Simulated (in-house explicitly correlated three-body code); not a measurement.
The numbers below are computed, except where a source is named.
## Taking the two-electron ground state apart, Z = 3.46

A variational code in 260 exponentially correlated functions gives, for two electrons around a point charge Z = 3.46 (non-relativistic, fixed nucleus, atomic units): E = -9.9643567, <1/r> = 3.147828 per electron, <1/r12> = 1.854255. From its density, U = 3.877748 (Hartree energy) and T_s = 9.923653 (kinetic energy of the doubly filled orbital √(n/2)). Further, <r²> = 0.3216 per electron, <r12²> = 0.665071 and <p1·p2> = 0.349364.

**Question.** Check the virial theorem, and compare with the screened hydrogenic estimate.

**Answer.** V = −2Z<1/r> + <1/r12> = -21.782970 + 1.854255 = -19.928715, and 2E = -19.928713, so T = −E = 9.964357. A product of 1s orbitals with exponent Z − 5/16 = 3.1475 gives −3.1475² = -9.90676, which is 57.6 millihartree too high.

**Question.** Find the exchange and correlation energies of density-functional theory.

**Answer.** For two electrons in one orbital E_x = −U/2 = -1.938874. The potential part of correlation is U_c = <1/r12> − U − E_x = -0.084619, the kinetic part T_c = T − T_s = 0.040704, and E_c = T_c + U_c = -0.043915 hartree. Restricted Hartree-Fock gives -9.920452, so the correlation energy of wave-function theory is -0.043904.

**Question.** What do the second moments say about angular correlation and diamagnetism?

**Answer.** From r12² = r1² + r2² − 2 r1·r2, <r1·r2> = <r²> − <r12²>/2 = -0.01094 bohr². It vanishes for a product of s orbitals, and its negative sign shows that the electrons favour opposite sides of the nucleus. The Langevin susceptibility is −0.79199e-6 × 2<r²> = -0.5094e-6 cm³/mol.

**Question.** How does a model nuclear mass of 6.9 u change the ionisation energy, to first order in m/M (1 hartree = 27.211386 eV)?

**Answer.** m/M = 1/(6.9 × 1822.8885) = 7.95043e-05. With a fixed nucleus the second electron is bound by −Z²/2 − E = 3.978557 hartree = 108.2620 eV. The reduced mass scales this by 1 − m/M, a change of -8.607 meV. The mass-polarisation term raises the two-electron state by (m/M)<p1·p2> = 27.78 microhartree, a further -0.756 meV. The sum is 108.2527 eV, before relativistic and QED terms.
